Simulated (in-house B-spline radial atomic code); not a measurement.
Configurations of Ho⁷⁺, with energies counted from [Kr] 4d10 4f9 5s2 5p3. Computed with a radial B-spline atomic code at the basis-set limit: scalar-relativistic (X2C) Hartree-Fock, spin-polarised, averaged over the determinants with the given up and down occupations, Fermi nucleus of rms radius 5.2022 fm. Shells without spins written out take the highest spin.

Occupations are held fixed; configurations that lie above the ionisation limit could autoionise.

```tsv
configuration	E - E(ref) (eV)	highest orbital	its <r> (bohr)
[Kr] 4d10 4f(5 up, 4 down) 5s2 5p(2 up, 1 down)	15.843	4f down	0.7038
[Kr] 4d10 4f(6 up, 3 down) 5s2 5p(0 up, 2 down) 5d(0 up, 1 down)	50.141	5d down	1.627
[Kr] 4d10 4f8 5s2 5p3 6p1	50.305	6p up	2.584
[Kr] 4d10 4f8 5s2 5p3 5f1	59.395	5f up	2.302
[Kr] 4d10 4f(1 up, 7 down) 5s2 5p(1 up, 2 down) 5f(0 up, 1 down)	66.652	5f down	2.325
[Kr] 4d10 4f9 5s2 5p2 5f1	75.192	5f up	2.359
[Kr] 4d(4 up, 5 down) 4f(7 up, 3 down) 5s2 5p(2 up, 1 down)	184.46	4f down	0.7023
[Kr] 4d9 4f9 5s2 5p3 6p1	216.35	6p up	2.58
```

Order these further configurations by energy, lowest first.
A. [Kr] 4d9 4f9 5s2 5p4
B. [Kr] 4d9 4f9 5s2 5p3 6f1
C. [Kr] 4d10 4f(6 up, 3 down) 5s2 5p(1 up, 2 down)
D. [Kr] 4d10 4f10 5s2 5p2
E. [Kr] 4d9 4f9 5s2 5p3 6s1

C (13.87 eV), D (20.341 eV), A (155.84 eV), E (206.21 eV), B (244.95 eV).

How far above the reference does [Kr] 4d10 4f9 5s2 5p2 6f1 lie?

94.204 eV; its least bound orbital is 6f up with <r> = 4.128 bohr.

How far above the reference does [Kr] 4d10 4f(5 up, 4 down) 5s2 5p(3 up, 0 down) lie?

11.258 eV; its least bound orbital is 4f down with <r> = 0.7001 bohr.

How far above the reference does [Kr] 4d10 4f8 5s2 5p3 5d1 lie?

21.707 eV; its least bound orbital is 5d up with <r> = 1.567 bohr.
